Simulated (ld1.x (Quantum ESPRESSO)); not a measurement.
Scattering properties, TM potential for sulfur (S)

| Quantity | Value |
| --- | --- |
| Element | S |
| Generator | ld1.x (Quantum ESPRESSO) 7.5 |
| Type | norm-conserving Troullier–Martins (Kleinman–Bylander form) |
| Functional | revPBE |
| Relativity | non-relativistic |
| Frozen core | [Ne] |
| Valence charge | 6 |
| Reference configuration | 3s2 3p4 |
| Partial waves | 3p (bound): rc 1.10 bohr; 3d channel at 0.05 Ry: rc 1.50 bohr; 3s (bound): rc 1.50 bohr |
| Local potential | the s channel |
| Core correction | Bessel-smoothed model core, default radius (core density twice the valence density) |

The phase is arctan(r·u′/u) with u = r·R(r), unwrapped; energies in Ry, scanned from -3 to 5 Ry. A pole is an energy at which the radial function vanishes at the test radius. The pseudo phase is shifted by a multiple of π to meet the all-electron one at the reference energy, and phase errors are pseudo minus all-electron; the curves can meet again beyond the range given. Levels narrower than the energy grid can be missing from the lists of poles.

```json
{"channel": "s", "radius (bohr)": "1.64", "reference energy (Ry)": "-1.26", "poles, all-electron": "2.89", "poles, pseudo": "2.67", "unbroken range about the reference energy with phases within 0.05 rad": "the whole range", "phase error 1 Ry above the reference energy (rad)": "-0.003"}
{"channel": "p", "radius (bohr)": "1.64", "reference energy (Ry)": "-0.51", "poles, all-electron": "4.02", "poles, pseudo": "3.61", "unbroken range about the reference energy with phases within 0.05 rad": "the whole range", "phase error 1 Ry above the reference energy (rad)": "-0.006"}
{"channel": "d", "radius (bohr)": "1.64", "reference energy (Ry)": "0.05", "poles, all-electron": "4.70", "poles, pseudo": "4.90", "unbroken range about the reference energy with phases within 0.05 rad": "the whole range", "phase error 1 Ry above the reference energy (rad)": "+0.004"}
```

Phases in the d channel:

```tsv
E (Ry)	all-electron	pseudo
-3.00	1.229	1.230
-2.76	1.216	1.217
-2.52	1.202	1.202
-2.28	1.186	1.186
-2.04	1.168	1.168
-1.80	1.147	1.147
-1.56	1.123	1.123
-1.32	1.095	1.095
-1.08	1.062	1.062
-0.84	1.023	1.023
-0.60	0.975	0.975
-0.36	0.916	0.916
-0.12	0.842	0.842
0.12	0.745	0.745
0.36	0.619	0.619
0.60	0.452	0.452
0.84	0.233	0.235
1.08	-0.033	-0.029
1.32	-0.321	-0.315
1.56	-0.588	-0.579
1.80	-0.807	-0.797
2.04	-0.975	-0.965
2.28	-1.103	-1.092
2.52	-1.200	-1.190
2.76	-1.276	-1.265
3.00	-1.337	-1.326
3.24	-1.387	-1.375
3.48	-1.429	-1.416
3.72	-1.464	-1.451
3.96	-1.495	-1.482
4.20	-1.522	-1.508
4.44	-1.547	-1.532
4.68	-1.569	-1.553
4.92	-1.590	-1.572
```
